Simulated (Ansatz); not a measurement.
CH8AlBGe can be A, `B[CH2][AlH][GeH3]`, or B, `[CH3][GeH2][BH][AlH2]`.

Computed with Ansatz on PBE0-D4/def2-TZVP structures; ΔE is electronic, products minus reactants. CCSD(T)/CBS is the MP2 limit (def2-TZVPP, def2-QZVPP) plus CCSD(T) − MP2 in def2-TZVPP, frozen cores. Functionals use def2-TZVPP. B3LYP here is the variant with VWN-RPA as its local correlation; programs differ in this. For Ge outer-core shells are correlated without core-valence functions, which leaves a few kJ/mol of doubt a bond. Scalar relativity is left out up to krypton. One conformer a species, not always the lowest.

Problem. Which isomer does CCSD(T)/CBS put lower? Give the gap. (An estimate is asked.)

Solution. The calculation gave: A, by 26.7 kcal/mol.

Problem. Give E(B) − E(A) in kcal/mol with HF/def2-TZVPP, CCSD(T)/def2-TZVPP, B3LYP-D4, r2SCAN-D4, PBE-D4, MP2/def2-TZVPP, ωB97M-V. (Estimate.)

Solution. The calculation gave: HF/def2-TZVPP 24.6, CCSD(T)/def2-TZVPP 26.3, B3LYP-D4 27.8, r2SCAN-D4 28.8, PBE-D4 27.9, MP2/def2-TZVPP 28.0, ωB97M-V 28.8. None reverses the order clearly.

Largest T1 diagnostic: 0.012.

In def2-TZVPP, CCSD(T) changes the Hartree–Fock value by +1.7 kcal/mol (the triples alone add +0.6 kcal/mol) and MP2 by +3.5 kcal/mol.
